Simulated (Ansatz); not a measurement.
Geometry optimisation, RKS B3LYP-D4/def2-SVP in Ansatz.

Input file:

```yaml
crystal:
  periodic: [false, false, false]
  atoms:
    - { symbol: B, position_ang: [0.092917, 0.913106, 1.283639] }
    - { symbol: "N", position_ang: [0.01072, 0.080739, 0.078928] }
    - { symbol: C, position_ang: [-0.020481, 0.6232, -1.260281] }
    - { symbol: C, position_ang: [-0.052225, -1.351632, 0.232846] }
    - { symbol: H, position_ang: [-0.037467, -1.546601, 1.298689] }
    - { symbol: F, position_ang: [0.118262, 0.370163, 2.497983] }
    - { symbol: F, position_ang: [0.142759, 2.239814, 1.191968] }
    - { symbol: H, position_ang: [-0.957425, 0.351799, -1.782543] }
    - { symbol: H, position_ang: [0.051592, 1.718446, -1.227219] }
    - { symbol: H, position_ang: [0.819524, 0.239903, -1.86966] }
    - { symbol: H, position_ang: [0.808184, -1.860733, -0.242176] }
    - { symbol: H, position_ang: [-0.976459, -1.778304, -0.202074] }
basis:
  gaussian: { orbitals: def2-SVP }
hamiltonian:
  xc: b3lyp
  dispersion: d4
relax:
  f_tol: 0.03
  max_steps: 50
```

Command:

```bash
$ ansatz run input.yaml --threads 2 --pin off --max-ram 3072MiB --backend cpu --events-out ev --progress --plain --runs-dir out
```

**Question.** Where does it end, and by what steps?

**Answer.** The run converged. After 5 steps the energy has fallen by 0.116 eV; H5 moved furthest, 0.11 Å.

| step | energy less start (eV) | largest force component (eV/Å) | accepted |
| --- | --- | --- | --- |
| 0 | 0.0000 | 2.061 | yes |
| 1 | -0.0993 | 0.951 | yes |
| 2 | -0.1148 | 0.142 | yes |
| 3 | -0.1155 | 0.085 | yes |
| 4 | -0.1157 | 0.074 | yes |
| 5 | -0.1162 | 0.022 | yes |

```xyz
12
Properties=species:S:1:pos:R:3
B 0.092 0.923 1.251
N 0.010 0.094 0.127
C -0.018 0.618 -1.225
C -0.055 -1.352 0.232
H -0.032 -1.658 1.285
F 0.116 0.420 2.488
F 0.150 2.253 1.132
H -0.946 0.324 -1.749
H 0.037 1.714 -1.209
H 0.833 0.236 -1.820
H 0.797 -1.829 -0.288
H -0.983 -1.744 -0.225
```

The run took 14 s on 2 threads of Intel(R) Xeon(R) 6975P-C (Granite Rapids) (shared host), peak memory 0.27 GiB.
